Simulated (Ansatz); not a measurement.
C3H9As⁻, that is AsMe3 with one electron more. Charge -1, multiplicity 2. Geometry B3LYP-D4/def2-SVP, that of the neutral singlet.

```xyz
13

As   -0.064   -0.540   -0.897
C    -0.594   -1.382    0.820
H    -1.648   -1.696    0.763
H    -0.469   -0.688    1.665
H     0.023   -2.277    0.994
C    -1.096    1.138   -0.662
H    -0.921    1.584    0.329
H    -2.170    0.926   -0.778
H    -0.802    1.860   -1.440
C     1.682    0.171   -0.279
H     2.088    0.854   -1.040
H     2.390   -0.661   -0.150
H     1.582    0.712    0.675
```

At PBE-D4/def2-TZVPD, r2SCAN-D4/def2-TZVPD, PBE0-D4/def2-TZVPD the highest occupied level of the charge -1 doublet lies above zero (up to 2.59 eV). By energy differences it is unbound by 1.13 eV (vertical, against the charge 0 singlet, at PBE-D4/def2-TZVPD) and held by the finite basis.

Task: Estimate the α-spin orbital energies around the gap (eV) in Ansatz with PBE-D4/def2-TZVPD, r2SCAN-D4/def2-TZVPD, PBE0-D4/def2-TZVPD.

Result: 
```tsv
orbital	PBE-D4/def2-TZVPD	r2SCAN-D4/def2-TZVPD	PBE0-D4/def2-TZVPD
HOMO−5	-5.61	-6.03	-7.14
HOMO−4	-5.42	-5.83	-6.95
HOMO−3	-3.63	-3.95	-4.88
HOMO−2	-3.63	-3.95	-4.88
HOMO−1	-1.78	-2.05	-2.86
HOMO	2.59	2.57	2.34
LUMO	2.91	2.97	3.36
LUMO+1	2.92	2.98	3.37
LUMO+2	3.79	4.03	4.29
LUMO+3	4.19	4.49	4.86
LUMO+4	4.31	4.50	4.97
LUMO+5	4.32	4.50	4.98
β HOMO	-1.75	-2.01	-2.81
β LUMO	2.96	3.55	3.50
```
